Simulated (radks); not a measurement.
Coulomb parameter of the 4f shell of the praseodymium ion Pr2+ in the model configuration [Xe] 4f1.5 6p1.5, as a second difference U = [E(n + 0.5) + E(n - 0.5) - 2 E(n)] / (0.5)^2 with all orbitals relaxed. "Bare": the charge of the atom changes with n. "Screened": the 6p shell takes up the change at fixed total charge, which measures U(4f,4f) + U(6p,6p) - 2 U(4f,6p). Calculated with a radial shooting solver on a logarithmic mesh with Libxc functionals: scalar-relativistic Kohn-Sham, PBE, spin-unpolarised, spherical densities, point nucleus.

| case | configuration | E - E(n) (eV) |
|---|---|---|
| start | [Xe] 4f1.5 6p1.5 | 0.000 |
| bare +0.5 | [Xe] 4f2 6p1.5 | -11.865 |
| bare -0.5 | [Xe] 4f1 6p1.5 | 16.166 |
| screened +0.5 | [Xe] 4f2 6p1 | -6.573 |
| screened -0.5 | [Xe] 4f1 6p2 | 8.746 |

U(bare) = 17.207 eV, U(screened by 6p) = 8.692 eV, against the Slater integral F0(4f,4f) = 25.819 eV with frozen orbitals.
